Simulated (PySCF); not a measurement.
# Bond curve of AgB

Set-up: PySCF, spin-free X2C with a Gaussian nucleus, basis sets Ag x2c-TZVPPall, B x2c-TZVPPall. Energies in eV from Ag (4d10 5s1) + B in their ground configurations at the same level. State: ¹Σ⁺ (singlet), closed shell.

All columns are PBE0. A positive dipole means Ag(−)B(+).

```tsv
R (Å)	E (eV)	μ (D)	Mulliken charge on Ag (basis-dependent)	HOMO (eV)	LUMO (eV)	Mayer bond order	⟨S²⟩
1.800	-1.329	-1.47	0.16	-5.41	-2.61	1.67	0.00
1.884	-1.593	-1.57	0.11	-5.42	-2.58	1.58	0.00
1.967	-1.737	-1.62	0.08	-5.42	-2.55	1.49	0.00
2.030	-1.788	-1.63	0.07	-5.42	-2.53	1.43	0.00
2.093	-1.801	-1.61	0.07	-5.42	-2.51	1.38	0.00
2.156	-1.787	-1.58	0.06	-5.42	-2.50	1.33	0.00
2.240	-1.734	-1.51	0.06	-5.41	-2.50	1.27	0.00
2.344	-1.632	-1.40	0.06	-5.39	-2.50	1.21	0.00
2.470	-1.476	-1.25	0.05	-5.35	-2.50	1.15	0.00
2.637	-1.241	-1.03	0.03	-5.28	-2.53	1.10	0.00
```

A fit through these points gives, at Re = 2.089 Å, μ = -1.61 D and dμ/dR = 0.378 D/Å; the reduced mass is 9.981 u.

Q: How strong is the fundamental in the double-harmonic approximation, I = 42.26·(dμ/dR)²/μred km/mol?

A: I = 42.26·(0.378)²/9.981 = 0.605 km/mol at PBE0.

These are scalar-relativistic numbers at best; spin–orbit coupling would shift them, the dissociation energy most.
